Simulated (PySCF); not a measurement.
**MSi for M along the chalcogens**

PBE0 with triple-zeta basis sets in PySCF, for the lowest determinant that a PBE0 search found; no spin–orbit coupling. De refers to high-spin ground-configuration atoms. A positive dipole means M(−)Si(+).

```json
{"M": "O", "basis": "def2-TZVPP", "state (unpaired electrons)": "singlet (closed shell)", "Re (Å)": "1.508", "ωe (cm⁻¹)": "1274", "De (eV)": "7.90", "μ (D)": "3.05"}
{"M": "S", "basis": "x2c-TZVPPall", "state (unpaired electrons)": "singlet (closed shell)", "Re (Å)": "1.930", "ωe (cm⁻¹)": "765", "De (eV)": "6.18", "μ (D)": "1.71"}
{"M": "Se", "basis": "x2c-TZVPPall", "state (unpaired electrons)": "singlet (closed shell)", "Re (Å)": "2.057", "ωe (cm⁻¹)": "592", "De (eV)": "5.50", "μ (D)": "1.38"}
{"M": "Te", "basis": "def2-TZVPP", "state (unpaired electrons)": "singlet (closed shell)", "Re (Å)": "2.269", "ωe (cm⁻¹)": "497", "De (eV)": "4.63", "μ (D)": "0.76"}
```

The shortest bond is that of SiO (1.508 Å), the longest that of SiTe (2.269 Å). SiO is bound most strongly (7.90 eV) and SiTe least (4.63 eV).

The rows differ in basis set, which adds steps of its own.

Relativity is treated differently too: O no relativity; S spin-free X2C; Se spin-free X2C; Te scalar-relativistic core potentials.

Down a group bonds as a rule get longer and wavenumbers fall, partly through the reduced mass; this series shows no clear exception.

These are scalar-relativistic numbers at best; spin–orbit coupling would shift them, the dissociation energy most.
